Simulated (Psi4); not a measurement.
CaCl₂, charge +1, doublet, at a GFN2-xTB geometry (such geometries of metal compounds can be far from the true shape) (a state made from the parent by changing its charge; the spin is typed, not shown lowest), atoms displaced at random by about 0.03 Å a coordinate; B3LYP/STO-3G, gradient run with Psi4 1.11.

Here is a job for Psi4.
```
memory 2 GB

molecule {
1 2
Ca    0.77234971   -0.84512189    0.54950721
Cl    0.60440015    0.77057648   -1.31403736
Cl   -1.42464326    0.27049034    0.61055120
symmetry c1
no_reorient
no_com
}

set {
  basis sto-3g
  reference uks
}

gradient('b3lyp')
print_variables()
```

Problem. Predict the main parts of the log of this Psi4 run.

Solution. 
```
gradient() will perform analytic gradient computation.

   => Loading Basis Set <=

    Name: STO-3G
    Role: ORBITAL
    Keyword: BASIS

         ---------------------------------------------------------
                                   SCF
               by Justin Turney, Rob Parrish, Andy Simmonett
                          and Daniel G. A. Smith
                              UKS Reference
         ---------------------------------------------------------

  ==> Geometry <==

    Molecular point group: c1
    Full point group: C1

    Geometry (in Angstrom), charge = 1, multiplicity = 2:

       Center              X                  Y                   Z               Mass
    ------------   -----------------  -----------------  -----------------  -----------------
         CA           0.772349710000    -0.845121890000     0.549507210000    39.962590863000
         CL           0.604400150000     0.770576480000    -1.314037360000    34.968852682000
         CL          -1.424643260000     0.270490340000     0.610551200000    34.968852682000

  Running in c1 symmetry.

  Rotational constants: A =      0.16260  B =      0.11933  C =      0.06883 [cm^-1]
  Rotational constants: A =   4874.53194  B =   3577.42860  C =   2063.43170 [MHz]
  Nuclear repulsion =  199.606708626257443

  Charge       = 1
  Multiplicity = 2
  Electrons    = 53
  Nalpha       = 27
  Nbeta        = 26

  ==> Algorithm <==

  SCF Algorithm Type is DF.
  DIIS enabled.
  MOM disabled.
  Fractional occupation disabled.
  Guess Type is SAD.
  Energy threshold   = 1.00e-08
  Density threshold  = 1.00e-08
  Integral threshold = 1.00e-12

  ==> Primary Basis <==

  Basis Set: STO-3G
    Blend: STO-3G
    Number of shells: 17
    Number of basis functions: 31
    Number of Cartesian functions: 31
    Spherical Harmonics?: true
    Max angular momentum: 1

  ==> DFT Potential <==

   => LibXC <=

    Version 7.1.2
    S. Lehtola, C. Steigemann, M. J. T. Oliveira, and M. A. L. Marques,  SoftwareX 7, 1–5 (2018) (10.1016/j.softx.2017.11.002)

   => Composite Functional: B3LYP <=

    B3LYP Hyb-GGA Exchange-Correlation Functional

    P. J. Stephens, F. J. Devlin, C. F. Chabalowski, and M. J. Frisch,  J. Phys. Chem. 98, 11623 (1994) (10.1021/j100096a001)

    Deriv               =              1
    GGA                 =           TRUE
    Meta                =          FALSE

    Exchange Hybrid     =           TRUE
    MP2 Hybrid          =          FALSE

   => Exchange Functionals <=

    0.0800   Slater exchange
    0.7200         Becke 88

   => Exact (HF) Exchange <=

    0.2000               HF

   => Correlation Functionals <=

    0.1900   Vosko, Wilk & Nusair (VWN5_RPA)
    0.8100   Lee, Yang & Parr

   => LibXC Density Thresholds  <==

    XC_HYB_GGA_XC_B3LYP:  1.00E-15

   => Molecular Quadrature <=

    Radial Scheme          =       TREUTLER
    Pruning Scheme         =           NONE
    Nuclear Scheme         =       TREUTLER

    Blocking Scheme        =         OCTREE
    BS radius alpha        =              1
    Pruning alpha          =              1
    Radial Points          =             75
    Spherical Points       =            302
    Total Points           =          61778
    Total Blocks           =            542
    Max Points             =            256
    Max Functions          =             29
    Weights Tolerance      =       1.00E-15

   => Loading Basis Set <=

    Name: (STO-3G AUX)
    Role: JKFIT
    Keyword: DF_BASIS_SCF

  ==> Integral Setup <==

  SCF_SUBTYPE=INCORE selected. In-core MEM_DF algorithm will be used.
  Using in-core AOs.

  ==> MemDFJK: Density-Fitted J/K Matrices <==

    J tasked:                   Yes
    K tasked:                   Yes
    wK tasked:                   No
    Algorithm:                 Core
    Schwarz Cutoff:           1E-12
    Mask sparsity (%):      15.6087
    Fitting Condition:        1E-10

   => Auxiliary Basis Set <=

  Basis Set: (STO-3G AUX)
    Blend: DEF2-UNIVERSAL-JKFIT
    Number of shells: 120
    Number of basis functions: 416
    Number of Cartesian functions: 513
    Spherical Harmonics?: true
    Max angular momentum: 4

  Minimum eigenvalue in the overlap matrix is 2.6834649796E-01.
  Reciprocal condition number of the overlap matrix is 1.4017685069E-01.
    Using symmetric orthogonalization.

  ==> Pre-Iterations <==

  SCF Guess: Superposition of Atomic Densities via on-the-fly atomic UHF (no occupation information).

   -------------------------
    Irrep   Nso     Nmo
   -------------------------
     A         31      31
   -------------------------
    Total      31      31
   -------------------------

  ==> Iterations <==

                           Total Energy        Delta E     RMS |[F,P]|

   @DF-UKS iter SAD: -1580.69061694691845   -1.58069e+03   0.00000e+00
   @DF-UKS iter   1: -1580.89249483010713   -2.01878e-01   3.76772e-03 ADIIS/DIIS
   @DF-UKS iter   2: -1580.90717984499702   -1.46850e-02   2.71353e-03 ADIIS/DIIS
   @DF-UKS iter   3: -1580.91857214525521   -1.13923e-02   1.41256e-04 ADIIS/DIIS
   @DF-UKS iter   4: -1580.91861405949658   -4.19142e-05   1.56150e-05 DIIS
   @DF-UKS iter   5: -1580.91861448889426   -4.29398e-07   2.02076e-05 DIIS
   @DF-UKS iter   6: -1580.91861520723864   -7.18344e-07   4.85870e-06 DIIS
   @DF-UKS iter   7: -1580.91861536194710   -1.54708e-07   9.63747e-07 DIIS
   @DF-UKS iter   8: -1580.91861537365980   -1.17127e-08   9.57394e-08 DIIS
   @DF-UKS iter   9: -1580.91861537372097   -6.11635e-11   9.54606e-09 DIIS
  Energy and wave function converged.

  ==> Post-Iterations <==

   Electrons on quadrature grid:
      Nalpha   =   26.9999954636 ; deviation = -4.536e-06
      Nbeta    =   25.9999966894 ; deviation = -3.311e-06
      Ntotal   =   52.9999921529 ; deviation = -7.847e-06

   @Spin Contamination Metric:   1.438461807E-03
   @S^2 Expected:                7.500000000E-01
   @S^2 Observed:                7.514384618E-01
   @S   Expected:                5.000000000E-01
   @S   Observed:                5.000000000E-01

    Orbital Energies [Eh]
    ---------------------

    Alpha Occupied:

[...]
    Alpha Virtual:

[...]
      31A      0.009691

    Beta Occupied:

[...]
    Beta Virtual:

[...]
    Final Occupation by Irrep:
              A
    DOCC [    26 ]
    SOCC [     1 ]
    NA   [    27 ]
    NB   [    26 ]

  @DF-UKS Final Energy: -1580.91861537372097

   => Energetics <=

    Nuclear Repulsion Energy =            199.6067086262574435
    One-Electron Energy =               -2566.7074670645929473
    Two-Electron Energy =                 860.4179452685464184
    DFT Exchange-Correlation Energy =     -74.2358022039318115
    Empirical Dispersion Energy =           0.0000000000000000
    VV10 Nonlocal Energy =                  0.0000000000000000
    Total Energy =                      -1580.9186153737209679

  UHF NO Occupations:
  HONO-2 :   25  A 1.9998020
  HONO-1 :   26  A 1.9995897
  HONO-0 :   27  A 1.0000000
  LUNO+0 :   28  A 0.0004103
  LUNO+1 :   29  A 0.0001980
  LUNO+2 :   30  A 0.0000560
  LUNO+3 :   31  A 0.0000550

Computation Completed

Properties will be evaluated at   0.000000,   0.000000,   0.000000 [a0]

Properties computed using the SCF density matrix

 Multipole Moments:

 ------------------------------------------------------------------------------------
     Multipole            Electronic (a.u.)      Nuclear  (a.u.)        Total (a.u.)
 ------------------------------------------------------------------------------------

 L = 1.  Multiply by 2.5417464519 to convert [e a0] to [Debye]
 Dipole X            :         -0.2617840            2.8399963            2.5782123
 Dipole Y            :         -4.3856951            1.5036516           -2.8820436
 Dipole Z            :          3.7138895           -1.8313724            1.8825172
 Magnitude           :                                                    4.3008400

 ------------------------------------------------------------------------------------

         ------------------------------------------------------------
                                   SCF GRAD
                          Rob Parrish, Justin Turney,
                       Andy Simmonett, and Alex Sokolov
         ------------------------------------------------------------

  ==> Geometry <==

    Molecular point group: c1
    Full point group: C1

    Geometry (in Angstrom), charge = 1, multiplicity = 2:

       Center              X                  Y                   Z               Mass
    ------------   -----------------  -----------------  -----------------  -----------------
         CA           0.772349710000    -0.845121890000     0.549507210000    39.962590863000
         CL           0.604400150000     0.770576480000    -1.314037360000    34.968852682000
         CL          -1.424643260000     0.270490340000     0.610551200000    34.968852682000

  Nuclear repulsion =  199.606708626257443

  ==> Basis Set <==

  Basis Set: STO-3G
    Blend: STO-3G
    Number of shells: 17
    Number of basis functions: 31
    Number of Cartesian functions: 31
    Spherical Harmonics?: true
    Max angular momentum: 1

  ==> DFJKGrad: Density-Fitted SCF Gradients <==

    Gradient:                    1
    J tasked:                  Yes
    K tasked:                  Yes
    wK tasked:                  No
    Integrals threads:           1
    Schwarz Cutoff:          1E-12
    Fitting Condition:       1E-10

   => Auxiliary Basis Set <=

  Basis Set: (STO-3G AUX)
    Blend: DEF2-UNIVERSAL-JKFIT
    Number of shells: 120
    Number of basis functions: 416
    Number of Cartesian functions: 513
    Spherical Harmonics?: true
    Max angular momentum: 4

  ==> DFT Potential <==

   => LibXC <=

    Version 7.1.2
    S. Lehtola, C. Steigemann, M. J. T. Oliveira, and M. A. L. Marques,  SoftwareX 7, 1–5 (2018) (10.1016/j.softx.2017.11.002)

   => Composite Functional: B3LYP <=

    B3LYP Hyb-GGA Exchange-Correlation Functional

    P. J. Stephens, F. J. Devlin, C. F. Chabalowski, and M. J. Frisch,  J. Phys. Chem. 98, 11623 (1994) (10.1021/j100096a001)

    Deriv               =              1
    GGA                 =           TRUE
    Meta                =          FALSE

    Exchange Hybrid     =           TRUE
    MP2 Hybrid          =          FALSE

   => Exchange Functionals <=

    0.0800   Slater exchange
    0.7200         Becke 88

   => Exact (HF) Exchange <=

    0.2000               HF

   => Correlation Functionals <=

    0.1900   Vosko, Wilk & Nusair (VWN5_RPA)
    0.8100   Lee, Yang & Parr

   => LibXC Density Thresholds  <==

    XC_HYB_GGA_XC_B3LYP:  1.00E-15

   => Molecular Quadrature <=

    Radial Scheme          =       TREUTLER
    Pruning Scheme         =           NONE
    Nuclear Scheme         =       TREUTLER

    Blocking Scheme        =         OCTREE
    BS radius alpha        =              1
    Pruning alpha          =              1
    Radial Points          =             75
    Spherical Points       =            302
    Total Points           =          61778
    Total Blocks           =            542
    Max Points             =            256
    Max Functions          =             29
    Weights Tolerance      =       1.00E-15

  -Total Gradient:
     Atom            X                  Y                   Z
    ------   -----------------  -----------------  -----------------
       1       -0.033225177709     0.037225632421    -0.023923647029
       2        0.004589561470    -0.020604627834     0.022180059442
       3        0.028144006593    -0.015946214986     0.001238251298

  Variable Map:
  ----------------------------------------------------------------------------
[...]
  Array Variable Map:
  ----------------------------------------------------------------------------
[...]
[...]
```
